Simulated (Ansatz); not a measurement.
Harmonic frequencies (cm⁻¹) at PBE0-D4/def2-TZVP from Ansatz: 130, 193, 270, 355, 476, 479, 608, 839, 915, 1008, 1111, 1151, 1166, 1239, 1350, 1456, 1485, 1501, 1570, 1638, 2592, 3016, 3059, 3133, 3620, 3640, 3744.

Each molecule was computed in one conformer, which needn't be the lowest.

**Question.** Which molecule is it?
A. `NBCN`
B. `CB(N)N`
C. `B[SiH2][SiH3]`
D. `CNBN`

**Answer.** D.
